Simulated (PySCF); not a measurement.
Ga2(mu-F)2(Me)4, C4H12F2Ga2, singlet, GFN2-xTB optimised geometry.

```
20

Ga    -0.49     2.06    -1.96
Ga     0.43    -0.39     0.00
F     -0.03     0.05    -1.96
C     -2.52     2.07    -1.96
H     -2.88     2.27    -0.95
H     -2.88     1.09    -2.28
H     -2.93     2.83    -2.63
C      1.23     2.90    -2.64
H      1.28     3.96    -2.39
H      1.33     2.79    -3.72
H      2.07     2.38    -2.16
F     -0.03     1.62     0.00
C     -1.28    -1.24     0.68
H     -1.33    -1.23     1.77
H     -1.38    -2.27     0.33
H     -2.12    -0.66     0.29
C      2.46    -0.39     0.00
H      2.82     0.56     0.41
H      2.82    -0.48    -1.03
H      2.88    -1.21     0.59
```

Density from CAM-B3LYP/def2-SVP (PySCF) at that geometry.

Minimum of the electron density along straight lines between bonded atoms, close to the bond critical point (lines longer than 1.1 times the sum of covalent radii, or with two minima, are not listed):

```json
[
 {"bond": "Ga1–C4", "length / Å": "2.031", "ρ at the minimum / e bohr⁻³": "0.105", "∇²ρ there / e bohr⁻⁵": "0.11", "position (fraction from the first atom)": "0.47"},
 {"bond": "C4–H5", "length / Å": "1.092", "ρ at the minimum / e bohr⁻³": "0.270", "∇²ρ there / e bohr⁻⁵": "-0.98", "position (fraction from the first atom)": "0.63"},
 {"bond": "C4–H6", "length / Å": "1.092", "ρ at the minimum / e bohr⁻³": "0.270", "∇²ρ there / e bohr⁻⁵": "-0.98", "position (fraction from the first atom)": "0.63"},
 {"bond": "C4–H7", "length / Å": "1.090", "ρ at the minimum / e bohr⁻³": "0.271", "∇²ρ there / e bohr⁻⁵": "-0.98", "position (fraction from the first atom)": "0.63"},
 {"bond": "Ga1–C8", "length / Å": "2.029", "ρ at the minimum / e bohr⁻³": "0.106", "∇²ρ there / e bohr⁻⁵": "0.11", "position (fraction from the first atom)": "0.47"},
 {"bond": "C8–H9", "length / Å": "1.091", "ρ at the minimum / e bohr⁻³": "0.270", "∇²ρ there / e bohr⁻⁵": "-0.97", "position (fraction from the first atom)": "0.63"},
 {"bond": "C8–H10", "length / Å": "1.091", "ρ at the minimum / e bohr⁻³": "0.270", "∇²ρ there / e bohr⁻⁵": "-0.97", "position (fraction from the first atom)": "0.63"},
 {"bond": "C8–H11", "length / Å": "1.092", "ρ at the minimum / e bohr⁻³": "0.270", "∇²ρ there / e bohr⁻⁵": "-0.98", "position (fraction from the first atom)": "0.63"},
 {"bond": "Ga2–C13", "length / Å": "2.029", "ρ at the minimum / e bohr⁻³": "0.106", "∇²ρ there / e bohr⁻⁵": "0.11", "position (fraction from the first atom)": "0.47"},
 {"bond": "C13–H14", "length / Å": "1.091", "ρ at the minimum / e bohr⁻³": "0.270", "∇²ρ there / e bohr⁻⁵": "-0.97", "position (fraction from the first atom)": "0.63"},
 {"bond": "C13–H15", "length / Å": "1.091", "ρ at the minimum / e bohr⁻³": "0.270", "∇²ρ there / e bohr⁻⁵": "-0.97", "position (fraction from the first atom)": "0.63"},
 {"bond": "C13–H16", "length / Å": "1.092", "ρ at the minimum / e bohr⁻³": "0.270", "∇²ρ there / e bohr⁻⁵": "-0.98", "position (fraction from the first atom)": "0.63"},
 {"bond": "Ga2–C17", "length / Å": "2.031", "ρ at the minimum / e bohr⁻³": "0.105", "∇²ρ there / e bohr⁻⁵": "0.11", "position (fraction from the first atom)": "0.47"},
 {"bond": "C17–H18", "length / Å": "1.092", "ρ at the minimum / e bohr⁻³": "0.270", "∇²ρ there / e bohr⁻⁵": "-0.98", "position (fraction from the first atom)": "0.63"},
 {"bond": "C17–H19", "length / Å": "1.092", "ρ at the minimum / e bohr⁻³": "0.270", "∇²ρ there / e bohr⁻⁵": "-0.98", "position (fraction from the first atom)": "0.63"},
 {"bond": "C17–H20", "length / Å": "1.090", "ρ at the minimum / e bohr⁻³": "0.271", "∇²ρ there / e bohr⁻⁵": "-0.98", "position (fraction from the first atom)": "0.63"}
]
```
